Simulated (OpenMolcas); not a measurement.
**3s² 3p⁴ along the 16-electron sequence**

* Program: OpenMolcas
* Method: RASSCF
* Basis: ANO-RCC-VTZP
* Scalar Hamiltonian: DKH2, point nucleus
* Spin-orbit coupling: state interaction with AMFI integrals over the reference wave functions, term energies averaged over their components

Active space for each ion: 6 electrons in 9 orbitals (RAS2 3s 3p; RAS3 3d, at most 2 electrons).

Computed levels in cm-1 above ³P₂:

| Level | S | Cl+ | Ar2+ |
| --- | --- | --- | --- |
| ³P₁ | 356 | 628 | 995 |
| ³P₀ | 521 | 910 | 1424 |
| ¹D₂ | 10969 | 13450 | 16113 |
| ¹S₀ | 23983 | 29502 | 35067 |
| weight of ³P in the lowest level (%) | 100 | 100 | 100 |

Measured, with the error of the calculation in %. Measured levels: S, Cl+ from NIST Handbook of Basic Atomic Spectroscopic Data; Ar2+ from Saloman, J. Phys. Chem. Ref. Data 39, 033101 (2010).

```json
{"Level": "³P₁", "S": "396 (-10.1)", "Cl+": "696 (-9.8)", "Ar2+": "1112 (-10.6)"}
{"Level": "³P₀", "S": "574 (-9.1)", "Cl+": "996 (-8.7)", "Ar2+": "1570 (-9.3)"}
{"Level": "¹D₂", "S": "9239 (+18.7)", "Cl+": "11654 (+15.4)", "Ar2+": "14010 (+15.0)"}
{"Level": "¹S₀", "S": "22180 (+8.1)", "Cl+": "27878 (+5.8)", "Ar2+": "33266 (+5.4)"}
```

The fine-structure level ³P₀ changes by a factor of 2.73 from S to Ar2+. Its fourth root runs 4.78, 5.49, 6.14, with steps per unit of Z of 0.71, 0.65; equal steps would mean a (Z - σ)^4 law with constant σ.

¹D₂ changes by a factor of 1.47 over the same range, with steps per unit of Z of +2480, +2660 cm-1.

Without dynamic correlation excited terms often stand tens of per cent too high (terms of higher spin than the ground term too low), and those without a measured partner can miss by more than the paired ones (holds for S; Cl+). Active for correlation alone: 3d; no level in the range computed is led by a configuration that fills it, so any true level of that kind is missing (holds for S; Ar2+). The run also gave levels led by 3s² 3p³ 3d, which use shells meant for correlation; these and all levels above them are left out (holds for Cl+). Measured partners are found by configuration, term and J. A level has none where our copy of the source lacks it or the pairing is in doubt (some pairs that miss far off the trend of their configuration count as doubtful), and it then counts in no deviation. Levels of configurations outside the active space are missing.
